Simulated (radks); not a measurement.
The numbers below are computed, except where a source is named.
Effect of the nuclear size on the cadmium ion Cd2+, [Kr] 4d10. Code: a radial shooting solver on a logarithmic mesh with Libxc functionals. Model: Dirac Kohn-Sham, LDA (Slater exchange, Perdew-Wang correlation), spin-unpolarised, spherical densities, finite nucleus; Fermi nuclear charge, rms radius 4.6087 fm. The rms radius is varied about that value; shifts are against it.

| rms radius (fm) | total energy shift (eV) | density at nucleus (e/bohr^3) | 1s1/2 shift (meV) | 2s1/2 shift (meV) | 4s1/2 shift (meV) | 4p1/2 shift (meV) | 5s1/2 (empty) shift (meV) |
|---|---|---|---|---|---|---|---|
| 3.9681 | -0.837 | 1.622e+05 | -352 | -39.7 | -1.48 | 0.046 | -0.177 |
| 4.3276 | -0.381 | 1.602e+05 | -160 | -18.1 | -0.673 | 0.021 | -0.080 |
| 4.6087 | 0 | 1.588e+05 | 0.000 | 0.000 | 0.000 | 0.000 | 0.000 |
| 4.7562 | 0.208 | 1.581e+05 | 87.5 | 9.86 | 0.368 | -0.011 | 0.044 |
| 5.6134 | 1.53 | 1.544e+05 | 643 | 72.4 | 2.70 | -0.083 | 0.323 |

Slopes of the eigenvalues against <r^2> in GHz/fm^2, as finite differences over the two radii next to the reference (eigenvalue slopes, not the field-shift constants of lines): 1s1/2 15400, 2s1/2 1730, 4s1/2 64.6, 4p1/2 -2.00, 5s1/2 (empty) 7.72.
